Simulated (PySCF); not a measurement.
This script is equivalent to a calculation on B⁺ (boron, charge +1).

```python
from pyscf import gto, scf, dft, mp, cc
import basis_set_exchange as bse
mol = gto.M(atom="B 0 0 0", charge=1, spin=0, symmetry="D2h",
            basis=gto.basis.parse(bse.get_basis("def2-TZVP", elements=["B"], fmt="nwchem", header=False)))
mf = scf.UHF(mol)
mf.irrep_nelec = {'Ag': (2, 2)}
mf.kernel()
```

What total energy does it give?

-24.23683 hartree (calculated).

Which occupied shell lies highest, and where?

2s, at -23.774 eV.
